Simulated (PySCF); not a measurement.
Sn(Me)4 (C4H12Sn), SMILES [CH3][Sn]([CH3])([CH3])[CH3].

Coordinates come from a PBE0-D3(BJ)/def2-SVP optimisation. The isomer is the one that the SMILES or the coordinates give; other isomers of the formula were not compared. The def2 effective core potentials stand for the cores of Sn; spin–orbit coupling is left out.

All values below come from PBE0-D3(BJ)/def2-SVP (PySCF).

Frequencies are harmonic and unscaled.

Modes within 1.5 cm⁻¹ of each other (mostly degenerate sets) share a row, with their intensities summed.

```csv
mode,ν (cm⁻¹),IR (km/mol),moving atoms (share of kinetic energy)
1,85,0.0,H 100 %
2–4,87,0.0,H 99 %
5–6,131,0.0,"C 66 %, H 34 %"
7–9,138,11.6,"C 51 %, H 31 %, Sn 18 %"
10,504,0.0,"C 81 %, H 19 %"
11–13,530,95.7,"C 67 %, H 19 %, Sn 14 %"
14–16,664,0.0,"H 87 %, C 13 %"
17–18,777,0.0,"H 80 %, C 20 %"
19–21,779,318.6,"H 79 %, C 20 %"
22–24,1208,20.2,"H 81 %, C 19 %"
25,1220,0.0,"H 83 %, C 17 %"
26–28,1429,0.0,H 95 %
29–30,1431,0.0,H 95 %
31–33,1441,16.0,H 96 %
34–37,3065,36.5,H 97 %
38–45,3179,35.5,"H 91 %, C 9 %"
```
